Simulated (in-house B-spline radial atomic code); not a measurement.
Ag⁺. Computed with a B-spline radial atomic code. Model: non-relativistic spherical atom: semilocal Troullier-Martins pseudo-atom, one channel per l, against all electrons, high spin, G0W0 and RPA with empty states to l = 8, local potential for every l without a channel, a model core (radius 0 = none) keeps its share of the functional.

Without relativity these are model numbers for so heavy an element.

What the tables leave out is listed at the end.

The pseudopotential gives back the lowest level of each angular momentum of its own functional in the configuration it was made in; a second state of the same l is only approximately right. Exact exchange, RPA and GW see the smooth pseudo-orbitals and miss the exchange with the core, for which the functional's share stands in. The column with an uncorrelated core keeps all orbitals and exact exchange, and so separates missing core correlation from pseudisation. Only the three outermost levels and the lowest empty one were computed. RPA here is direct RPA, with no exchange kernel, and its energies carry an (l + 1/2)⁻⁴ tail. A hybrid on a potential with a model core restores only its own semilocal share of the core's exchange.

Command:
```bash
python run_psgw.py task.json out
```
Settings (lengths in bohr, energies in hartree):
```
Z                      47
electrons              46
configuration          [Kr] 4d10
generated_in           [Kr] 4d10
functional             lda,vwn
core_shells            8
radius_factor          1.15
core_correction        True
```

Cost of the run: 28 s on 1 thread of Arm Neoverse N1, with other jobs on the host.

Given: made with LDA VWN5; model core radius 0.881 bohr; local radius 1.521 bohr; mean-field start PBE0.

Valence shells of the generating configuration: 4d.

Channel: s 2.835, p 3.4, d 1.189 (radii in bohr).

Computed: largest level miss in the spin-unpolarised generating configuration 0 eV; valence RPA correlation energy all-electron orbitals -0.52886 hartree; all-electron RPA polarisability, core included 7.6285 bohr³; pseudo-atom RPA polarisability 8.9142 bohr³.

```json
{"level": "4d", "occupied": "1", "mean-field all-electron (eV)": "-17.742", "mean-field pseudo minus all (eV)": "0.864", "G0W0 all-electron (eV)": "-22.135", "G0W0 uncorrelated core minus all (eV)": "-0.195", "G0W0 pseudo minus all (eV)": "2.928", "exchange self-energy all-electron (eV)": "-35.74", "exchange self-energy pseudo (eV)": "-22.042"}
{"level": "5s (empty)", "occupied": "0", "mean-field all-electron (eV)": "-9.322", "mean-field pseudo minus all (eV)": "-0.343", "G0W0 all-electron (eV)": "-7.1523", "G0W0 uncorrelated core minus all (eV)": "0.042", "G0W0 pseudo minus all (eV)": "-0.651", "exchange self-energy all-electron (eV)": "-2.9531", "exchange self-energy pseudo (eV)": "-2.2511"}
```

Q: What is the valence RPA correlation energy pseudo?

A: -0.84039 hartree.

Among the listed levels the largest G0W0 shift of the pseudo-atom is +2.93 eV, for 4d on the PBE0 start, while leaving the core uncorrelated moves that level by -0.20 eV. So pseudisation and the lost core exchange, not the missing core correlation, make the error. Not in the tables (levels of low weight, unsolved or above zero; the highest and the empty levels are kept at any weight): on LDA, a start not tabulated, the G0W0 levels 4d (pseudo minus all +2.32 eV, weights 0.80 and 0.41), 5s (pseudo minus all -0.49 eV, weights 0.94 and 0.94); no Hartree-Fock pseudo-atom is run with a model core.
